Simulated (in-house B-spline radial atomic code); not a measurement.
Removal energies of one electron outside the [He] 2s2 2p6 core along the 11-electron series, with the parts due to correlation (partial-wave tail included) and to Breit and QED terms, both contained in the total; recoil is left out. Computed with an all-electron radial atomic-structure program (B-spline basis): frozen-core Dirac-Hartree-Fock with a screened correlation potential.

```
  ion   Z  removal energy of 3s1/2 (eV)  correlation part of 3s1/2 (eV)  Breit and QED part of 3s1/2 (eV)  removal energy of 4p1/2 (eV)  correlation part of 4p1/2 (eV)  Breit and QED part of 4p1/2 (eV)
  Mg+  12                        15.026                         0.29548                        -0.0020728                         5.039                          0.0491                       -0.00038497
 Al2+  13                         28.44                         0.37457                        -0.0045284                        10.638                        0.082331                        -0.0010422
 Si3+  14                        45.135                          0.4329                        -0.0080899                        18.078                         0.11325                        -0.0021084
  P4+  15                        65.019                         0.47792                         -0.012928                        27.311                         0.14111                        -0.0036572
  S5+  16                        88.047                         0.51347                         -0.019217                        38.311                         0.16581                        -0.0057617
 Cl6+  17                         114.2                         0.54413                         -0.027142                        51.064                          0.1881                        -0.0084966
 Ar7+  18                        143.45                         0.56975                         -0.036889                        65.562                         0.20803                         -0.011935
  K8+  19                        175.81                         0.59096                         -0.048648                        81.799                         0.22561                         -0.016152
 Ca9+  20                        211.27                         0.61096                         -0.062609                        99.773                         0.24184                         -0.021223
Sc10+  21                        249.83                         0.62739                         -0.078976                        119.48                         0.25632                         -0.027221
Ti11+  22                        291.49                         0.64266                         -0.097942                        140.93                         0.26966                         -0.034224
 V12+  23                             ?                               ?                                 ?                             ?                               ?                                 ?
Cr13+  24                             ?                               ?                                 ?                             ?                               ?                                 ?
Mn14+  25                             ?                               ?                                 ?                             ?                               ?                                 ?
Fe15+  26                         489.3                         0.68972                          -0.20396                        244.11                         0.31255                         -0.073831
```

Problem. Fill in the row of V12+.

Solution. removal energy of 3s1/2 (eV): 336.27; correlation part of 3s1/2 (eV): 0.65579; Breit and QED part of 3s1/2 (eV): -0.11971; removal energy of 4p1/2 (eV): 164.11; correlation part of 4p1/2 (eV): 0.28166; Breit and QED part of 4p1/2 (eV): -0.042309.

Problem. Fill in the row of Cr13+.

Solution. removal energy of 3s1/2 (eV): 384.15; correlation part of 3s1/2 (eV): 0.66726; Breit and QED part of 3s1/2 (eV): -0.1445; removal energy of 4p1/2 (eV): 189.03; correlation part of 4p1/2 (eV): 0.29258; Breit and QED part of 4p1/2 (eV): -0.051553.

Problem. Fill in the row of Mn14+.

Solution. removal energy of 3s1/2 (eV): 435.16; correlation part of 3s1/2 (eV): 0.67964; Breit and QED part of 3s1/2 (eV): -0.17251; removal energy of 4p1/2 (eV): 215.7; correlation part of 4p1/2 (eV): 0.30302; Breit and QED part of 4p1/2 (eV): -0.062034.
